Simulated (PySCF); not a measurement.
## UHF on As⁺ (arsenic, charge +1)

Configuration: [Ar] 3d10 4s2 4p2, high-spin 3P determinant. All numbers are calculated (PySCF 2.14, scalar relativity through the core potential, in cc-pVTZ-PP with ECP10MDF (5s4p3d1f, 39 functions)).

```json
{
 "Total energy": "-330.863829 hartree",
 "One-electron energy": "-578.7983 hartree",
 "Hartree (Coulomb) energy": "273.3961 hartree",
 "Exchange energy": "-25.4616 hartree",
 "⟨S²⟩": "2.0091",
 "⟨L²⟩": "2.026",
 "Sum of ⟨r⟩": "20.07 bohr",
 "Sum of ⟨r²⟩": "29.87 bohr²",
 "Traceless quadrupole moment −½Σ⟨3z² − r²⟩ along its main axis": "2.52 e·bohr²",
 "Time after the integrals": "0.25 s of wall time on 1 thread of AMD EPYC 7R43 64-Core Processor (shared host)"
}
```

```
shell  electrons  mean orbital energy (eV)  spread (eV)  rms radius, mean of both spins (bohr)
 3s α          1                   -230.27            0                                  0.641
 3s β          1                   -229.92            0                                  0.641
 3p α          3                   -173.49        0.014                                  0.668
 3p β          3                   -173.09        0.594                                  0.668
 3d α          5                   -66.532        0.323                                  0.743
 3d β          5                   -66.282        0.586                                  0.743
 4s α          1                   -30.448            0                                   2.05
 4s β          1                   -25.320            0                                   2.05
 4p α          2                   -18.440            0                                   2.49
```

Energies and moments cover only the electrons outside the core potential.
